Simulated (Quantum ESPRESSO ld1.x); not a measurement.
Values are calculated unless marked as measured or tabulated.
Problem. The antimony ion Sb2+, configuration [Kr] 4d10 5s2 5p1. Level of theory: Dirac Kohn-Sham, Engel-Vosko exchange with Perdew-Wang LDA correlation, spin-unpolarised, spherical densities, point nucleus; open shells fill j = l - 1/2 first (ld1.x of Quantum ESPRESSO 7.5). Some entries of the table are withheld. Estimate them.

orbital,occ.,eigenvalue (hartree),<1/r> (bohr^-1),<r> (bohr)
1s1/2,2,-1113.82,54.36,0.02841
2s1/2,2,-170.041,12.63,0.1222
2p1/2,2,-159.012,12.60,0.1033
2p3/2,4,-149.767,11.70,0.1088
3s1/2,2,(1),4.482,0.3298
3p1/2,2,(2),4.387,0.3206
3p3/2,4,(3),4.166,0.3318
3d3/2,4,-19.8270,(4),(5)
3d5/2,6,-19.4720,(6),(7)
4s1/2,2,-6.15311,1.765,0.7913
4p1/2,2,-4.63815,1.650,0.8329
4p3/2,4,-4.32622,1.580,0.8613
4d3/2,4,-1.93421,1.309,1.015
4d5/2,6,-1.88855,1.291,1.028
5s1/2,2,-1.06554,0.6153,2.108
5p1/2,1,-0.75098,0.5126,2.501
5p3/2,0,-0.72103,0.4924,2.592
6s1/2,0,-0.39270,(8),4.681
4f5/2,0,-0.19375,0.2217,5.319
4f7/2,0,-0.19371,0.2215,5.321

Solution. 
(1) 3s1/2 eigenvalue (hartree): -33.9040
(2) 3p1/2 eigenvalue (hartree): -29.4132
(3) 3p3/2 eigenvalue (hartree): -27.7054
(4) 3d3/2 <1/r> (bohr^-1): 4.014
(5) 3d3/2 <r> (bohr): 0.3031
(6) 3d5/2 <1/r> (bohr^-1): 3.957
(7) 3d5/2 <r> (bohr): 0.3067
(8) 6s1/2 <1/r> (bohr^-1): 0.2745
